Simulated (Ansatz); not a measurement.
(AgOH)2 ring (Ag₂O₂H₂). Charge 0, multiplicity 1. Geometry PBE-D4/def2-SVP, basis def2-TZVP, Ansatz.

```
atom    x (Å)    y (Å)    z (Å)
 Ag1  -0.6554   0.1419  -1.2489
  O2  -1.3666  -0.9918   0.5504
 Ag3   0.3806   0.1594   1.3562
  O4   0.9472   1.4517  -0.3867
  H5  -1.1247  -1.9349   0.4606
  H6   1.8189   1.1736  -0.7315
```

```
run  HOMO (eV)  LUMO (eV)
  A      -8.62      -0.37
  B      -5.31      -3.57
  C      -6.42      -2.14
  D      -5.00      -3.25
  E      -6.29      -2.30
  F      -5.63      -2.63
```

In the def2 sets Ag takes a core potential; there is no spin–orbit coupling.

Q: The runs used LDA (SPW92), PBE, PBE0, r2SCAN0, r2SCANh, ωB97X-V. Estimate which is which.

A: A ωB97X-V (range-separated); B LDA (SPW92) (0 % exact exchange); C r2SCAN0 (25 % exact exchange); D PBE (0 % exact exchange); E PBE0 (25 % exact exchange); F r2SCANh (10 % exact exchange). Exact exchange lowers occupied and raises empty levels; among semilocal functionals meta-GGAs tend to open the gap a little, and such runs are hard to tell apart. The gap grows from 1.74 eV (LDA (SPW92)) to 8.25 eV (ωB97X-V).
